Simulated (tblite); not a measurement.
Species: C5H12P2Se.
Cartesian coordinates in Å at the GFN2-xTB level; atoms count from 1:
```xyz
20
C5H12P2Se angstrom
C     -2.486   -0.530   -0.805
P     -1.023    0.002    0.157
Se    -1.459    0.707    2.077
C     -0.172    1.241   -0.907
C      1.190    1.560   -0.304
P      2.327    0.097   -0.505
C      1.465   -1.025    0.707
C      0.111   -1.449    0.151
H     -2.208   -0.876   -1.799
H     -2.981   -1.328   -0.253
H     -3.170    0.316   -0.880
H     -0.074    0.848   -1.923
H     -0.807    2.133   -0.929
H      1.640    2.416   -0.814
H      1.076    1.806    0.757
H      3.286    0.554    0.405
H      1.326   -0.511    1.665
H      2.100   -1.900    0.872
H     -0.350   -2.213    0.785
H      0.204   -1.839   -0.867
```

Level: GFN2-xTB in tblite, geometry and Hessian alike; calculated harmonic values, unscaled, isolated species. This tight-binding method is rough: wavenumbers can miss measured ones by several per cent, in bad cases by 10 to 20. Modes of hydrogen on phosphorus can be 10 to 20 % off. One conformer, not necessarily the lowest.

Harmonic wavenumbers (cm⁻¹): 75.2, 121.2, 147.6, 148.4, 191.7, 197.7, 229.1, 268.8, 292.6, 314.8, 418.0, 449.1, 649.9, 668.4, 676.9, 688.7, 753.9, 759.4, 805.9, 806.8, 846.3, 847.7, 848.8, 855.7, 921.7, 1037.5, 1040.2, 1047.2, 1066.3, 1119.0, 1137.1, 1238.5, 1243.2, 1243.6, 1252.8, 1304.0, 1404.4, 1411.0, 1412.5, 1425.5, 1427.9, 1436.2, 2275.5, 2914.9, 2919.5, 2923.3, 2925.5, 2932.3, 2935.7, 2949.9, 2950.9, 2992.0, 2995.6, 3005.2.

A = 1533, B = 670.5, C = 611.1 MHz; mass 213.958 u (most abundant isotopes); point group Cs, symmetry number 1.

Q: Zero-point energy?

A: ½Σν̃ = 34476 cm⁻¹ = 98.57 kcal/mol.

Q: What is S at 298.15 K and 1 bar for an ideal gas of classical rigid rotors and harmonic oscillators?

A: Translation 42.01, rotation 30.62, vibration 28.60: S = 101.2 cal/(mol K).

Q: And Cp and H(298.15 K) − H(0)?

A: Cp = 41.32 cal/(mol K), of which vibrations give 33.37 (their classical limit is 54 R = 107.3); H(298.15 K) − H(0) = 7.20 kcal/mol without the zero-point energy, 4.83 from vibrations.

Q: Blend soft modes into free rotors: weight 1/[1 + (100 cm⁻¹/ν̃)⁴] for the oscillator and the rest for a rotor with moment μB/(μ + B), μ = h/(8π²ν), B = 10⁻⁴⁴ kg m². What vibrational entropy results?

A: 27.75 cal/(mol K) in place of 28.60, which changes −T·S at 298.15 K by +0.25 kcal/mol.

Q: How do the functions run with temperature in this model?

A: 
```json
{"T (K)": "150", "S (cal/(mol K))": "79.3", "Cp (cal/(mol K))": "24.7", "H − H(0) (kcal/mol)": "2.33", "G − H(0) (kcal/mol)": "-9.56", "ln q(vib)": "2.28"}
{"T (K)": "250", "S (cal/(mol K))": "94.5", "Cp (cal/(mol K))": "35.8", "H − H(0) (kcal/mol)": "5.35", "G − H(0) (kcal/mol)": "-18.27", "ln q(vib)": "4.93"}
{"T (K)": "400", "S (cal/(mol K))": "114.9", "Cp (cal/(mol K))": "52.3", "H − H(0) (kcal/mol)": "11.98", "G − H(0) (kcal/mol)": "-34.00", "ln q(vib)": "9.04"}
{"T (K)": "600", "S (cal/(mol K))": "139.4", "Cp (cal/(mol K))": "68.5", "H − H(0) (kcal/mol)": "24.18", "G − H(0) (kcal/mol)": "-59.49", "ln q(vib)": "14.55"}
{"T (K)": "900", "S (cal/(mol K))": "170.4", "Cp (cal/(mol K))": "83.8", "H − H(0) (kcal/mol)": "47.22", "G − H(0) (kcal/mol)": "-106.12", "ln q(vib)": "22.37"}
```

q(vib) and H(0) count from the zero-point level.

Q: Which modes carry the vibrational entropy at 298.15 K?

A: 75.2 cm⁻¹: 4.01; 121.2 cm⁻¹: 3.08; 147.6 cm⁻¹: 2.70; 148.4 cm⁻¹: 2.69; 191.7 cm⁻¹: 2.21; 197.7 cm⁻¹: 2.15 cal/(mol K); the other 48 give 11.74 together.

Hindered rotation and anharmonicity are outside this model. Other conformers, if any are populated, would add a mixing term that is left out.
